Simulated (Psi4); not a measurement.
Intermolecular potential of H3ClSi ··· H2 (SMILES [SiH3]Cl and [H][H]). Monomers: optimised at B3LYP-D3(BJ) (def2-TZVP), held rigid. Orientation: lowest of the rigid-body minima from ten starts at GFN2-xTB. R is the distance of the centres of mass, along which the second monomer moves.

Level of theory: SAPT0/jun-cc-pVDZ, frozen core run with Psi4.

Components in kJ/mol:

```csv
R / Å,electrostatics,exchange,induction,dispersion,total
4.14,0.82,10.04,-2.28,-3.60,4.99
4.31,1.07,5.74,-1.32,-2.60,2.89
4.53,1.07,2.75,-0.66,-1.75,1.41
4.70,0.97,1.54,-0.40,-1.30,0.80
4.92,0.81,0.72,-0.22,-0.91,0.40
5.22,0.61,0.25,-0.10,-0.57,0.18
5.55,0.44,0.08,-0.05,-0.36,0.11
6.05,0.27,0.01,-0.02,-0.19,0.08
6.75,0.15,0.00,-0.01,-0.08,0.06
7.70,0.08,0.00,0.00,-0.03,0.04
9.03,0.04,0.00,0.00,-0.01,0.03
```
